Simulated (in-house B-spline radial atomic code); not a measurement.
Configurations of Pr2+, with energies counted from [Xe] 4f3. Level of theory: scalar-relativistic (X2C) CAM-B3LYP, spin-polarised, spherical fractional occupations, Fermi nucleus of rms radius 4.8919 fm; calculated with an all-electron radial atomic-structure program (B-spline basis). Shells without spins written out take the highest spin.

Caution: exact exchange at fractional occupations of open shells leaves self-interaction of up to several eV.

Occupations are held fixed; configurations that lie above the ionisation limit could autoionise.

```json
{"configuration": "[Xe] 4f(1 up, 2 down)", "E - E(ref) (eV)": "3.5612", "highest orbital": "4f up", "its <r> (bohr)": "1.219"}
{"configuration": "[Xe] 4f2 6p1", "E - E(ref) (eV)": "7.6607", "highest orbital": "6p up", "its <r> (bohr)": "4.327"}
{"configuration": "[Kr] 4d10 4f3 5s2 5p5 6s1", "E - E(ref) (eV)": "23.09", "highest orbital": "6s up", "its <r> (bohr)": "3.563"}
{"configuration": "[Kr] 4d10 4f(1 up, 2 down) 5s2 5p(2 up, 3 down) 5d(0 up, 1 down)", "E - E(ref) (eV)": "27.815", "highest orbital": "4f up", "its <r> (bohr)": "1.149"}
{"configuration": "[Kr] 4d10 4f3 5s2 5p5 6p1", "E - E(ref) (eV)": "28.186", "highest orbital": "6p up", "its <r> (bohr)": "4.352"}
{"configuration": "[Kr] 4d10 4f3 5s2 5p5 6f1", "E - E(ref) (eV)": "36.752", "highest orbital": "6f up", "its <r> (bohr)": "10.63"}
{"configuration": "[Kr] 4d9 4f3 5s2 5p6 5d1", "E - E(ref) (eV)": "117.62", "highest orbital": "5d up", "its <r> (bohr)": "2.538"}
```

Q: Order these further configurations by energy, lowest first.
A. [Kr] 4d(5 up, 4 down) 4f(3 up, 0 down) 5s2 5p6 6d(1 up, 0 down)
B. [Kr] 4d10 4f3 5s2 5p5 6d1
C. [Kr] 4d10 4f4 5s2 5p5
D. [Kr] 4d9 4f3 5s2 5p6 6p1
E. [Kr] 4d10 4f(1 up, 2 down) 5s2 5p(2 up, 3 down) 6d(1 up, 0 down)

A: C (21.58 eV), B (33.04 eV), E (37.284 eV), D (122.28 eV), A (127.21 eV).

Q: How far above the reference does [Kr] 4d(4 up, 5 down) 4f(1 up, 2 down) 5s2 5p6 6f(0 up, 1 down) lie?

A: 136.03 eV; its least bound orbital is 6f down with <r> = 10.5 bohr.

Q: How far above the reference does [Xe] 4f2 5d1 lie?

A: 3.1102 eV; its least bound orbital is 5d up with <r> = 2.565 bohr.

Q: How far above the reference does [Kr] 4d9 4f3 5s2 5p6 6s1 lie?

A: 117.14 eV; its least bound orbital is 6s up with <r> = 3.531 bohr.
